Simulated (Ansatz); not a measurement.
Relaxation of a periodic cell of 17 atoms, Si16B (host Si, host structure diamond, interstitial B), to a largest force component of 0.03 eV/Å in at most 60 steps.

Computed with DFT PBE-D3(BJ), scalar-relativistic, plane waves, PAW (Ansatz). Settings: PAW set soft_1, cutoff 420 eV, k mesh 2x2x2, gaussian smearing 0.02 eV, spin collinear.

```xyz
17
Lattice="0.0000 5.4300 5.4300 5.4300 0.0000 5.4300 5.4300 5.4300 0.0000" Properties=species:S:1:pos:R:3:forces:R:3
Si 0.000 0.000 0.000 0.01 -0.02 0.20
Si 1.357 1.357 1.357 -0.10 -0.08 0.09
Si 2.715 2.715 0.000 0.02 0.01 -0.02
Si 4.072 4.072 1.357 0.08 0.10 0.13
Si 2.715 0.000 2.715 -0.20 -0.02 0.00
Si 4.072 1.357 4.072 0.35 -0.33 -0.35
Si 5.430 2.715 2.715 0.04 0.19 -0.04
Si 6.787 4.072 4.072 -0.13 0.09 -0.08
Si 0.000 2.715 2.715 0.00 -0.19 0.01
Si 1.357 4.072 4.072 -0.35 0.37 -0.37
Si 2.715 5.430 2.715 0.18 0.03 -0.03
Si 4.072 6.787 4.072 0.09 -0.13 -0.10
Si 2.715 2.715 5.430 -0.04 -0.01 0.03
Si 4.072 4.072 6.787 0.37 0.36 0.34
Si 5.430 5.430 5.430 0.03 0.03 -0.19
Si 6.787 6.787 6.787 -0.37 -0.38 0.38
B 5.384 5.412 8.182 0.02 -0.01 -0.01
```

Q: Where does it end, and by what steps?

A: The run converged. The force dipped under the threshold on the way, but the program's further checks kept it going. Limits of this set-up: a small cell, in which the defect meets its images. After 5 steps the energy has fallen by 0.084 eV; Si16 moved furthest, 0.07 Å.

| step | energy less start (eV) | largest force component (eV/Å) | accepted |
| --- | --- | --- | --- |
| 0 | 0.0000 | 0.383 | yes |
| 1 | -0.0699 | 0.149 | yes |
| 2 | -0.0842 | 0.022 | yes |
| 3 | -0.0842 | 0.022 | yes |
| 4 | -0.0832 | 0.040 | no |
| 5 | -0.0842 | 0.022 | yes |

```xyz
17
Lattice="0.0000 5.4300 5.4300 5.4300 0.0000 5.4300 5.4300 5.4300 0.0000" Properties=species:S:1:pos:R:3
Si 0.002 0.003 0.027
Si 1.360 1.358 1.356
Si 2.721 2.718 -0.005
Si 4.078 4.077 1.361
Si 2.689 0.002 2.713
Si 4.098 1.333 4.047
Si 5.430 2.742 2.716
Si 6.785 4.077 4.068
Si 0.003 2.687 2.712
Si 1.327 4.103 4.042
Si 2.742 5.429 2.714
Si 4.079 6.782 4.066
Si 2.701 2.710 5.441
Si 4.102 4.101 6.816
Si 5.431 5.429 5.403
Si 6.749 6.749 6.826
B 5.386 5.412 8.180
```

Run time: 44 s on 2 threads of Arm Neoverse V2, with other jobs on the host, peak memory 0.69 GiB.
